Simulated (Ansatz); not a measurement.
`[SH][Al]([Cl])[Br]` + H₂S → `[SH][Al]([SH])[Br]` + HCl  (ligand exchange at the Al–Cl bond)

Computed with Ansatz on PBE0-D4/def2-TZVP structures; ΔE is electronic, products minus reactants. CBS: MP2 limit from def2 TZ/QZ plus the TZ coupled-cluster correction, frozen cores. This one scheme is used for every species. DFT in def2-TZVPP. B3LYP here is the variant with VWN-RPA as its local correlation; programs differ in this. HSE06 is defined as in plane-wave codes. For Br outer-core shells are correlated without core-valence functions, which leaves a few kJ/mol of doubt a bond. Scalar relativity is left out up to krypton. Each species was taken in one conformer, which may not be the lowest.

```json
{"level": "B3LYP-D4", "ΔE (kcal/mol)": "11.6", "difference from CCSD(T)/CBS": "0.3"}
{"level": "B2PLYP", "ΔE (kcal/mol)": "11.9", "difference from CCSD(T)/CBS": "0.6"}
{"level": "PBE", "ΔE (kcal/mol)": "10.5", "difference from CCSD(T)/CBS": "-0.8"}
{"level": "revPBE", "ΔE (kcal/mol)": "10.7", "difference from CCSD(T)/CBS": "-0.6"}
{"level": "r2SCAN0", "ΔE (kcal/mol)": "11.8", "difference from CCSD(T)/CBS": "0.5"}
{"level": "HSE06", "ΔE (kcal/mol)": "11.0", "difference from CCSD(T)/CBS": "-0.3"}
{"level": "BHLYP", "ΔE (kcal/mol)": "12.9", "difference from CCSD(T)/CBS": "1.6"}
{"level": "LC-ωPBE", "ΔE (kcal/mol)": "11.6", "difference from CCSD(T)/CBS": "0.3"}
{"level": "MP2/def2-SVP", "ΔE (kcal/mol)": "13.0", "difference from CCSD(T)/CBS": "1.7"}
{"level": "CCSD/def2-SVP", "ΔE (kcal/mol)": "13.4", "difference from CCSD(T)/CBS": "2.1"}
{"level": "CCSD(T)/def2-SVP", "ΔE (kcal/mol)": "13.1", "difference from CCSD(T)/CBS": "1.8"}
{"level": "HF/def2-TZVPP", "ΔE (kcal/mol)": "13.9", "difference from CCSD(T)/CBS": "2.6"}
{"level": "SCS-MP2/def2-TZVPP", "ΔE (kcal/mol)": "11.7", "difference from CCSD(T)/CBS": "0.4"}
{"level": "CCSD(T)/def2-TZVPP", "ΔE (kcal/mol)": "11.1", "difference from CCSD(T)/CBS": "-0.2"}
{"level": "MP2/def2-QZVPP", "ΔE (kcal/mol)": "11.4", "difference from CCSD(T)/CBS": "0.1"}
{"level": "CCSD/CBS(def2)", "ΔE (kcal/mol)": "11.8", "difference from CCSD(T)/CBS": "0.5"}
{"level": "CCSD(T)/CBS", "ΔE (kcal/mol)": "11.3", "difference from CCSD(T)/CBS": "0"}
```

Largest T1 diagnostic among the species: 0.009.

At CCSD(T), def2-SVP lies +1.8 kcal/mol from the extrapolated value and def2-TZVPP −0.2 kcal/mol. In def2-TZVPP, CCSD(T) changes the Hartree–Fock value by −2.8 kcal/mol (the triples alone add −0.5 kcal/mol) and MP2 by −2.7 kcal/mol.
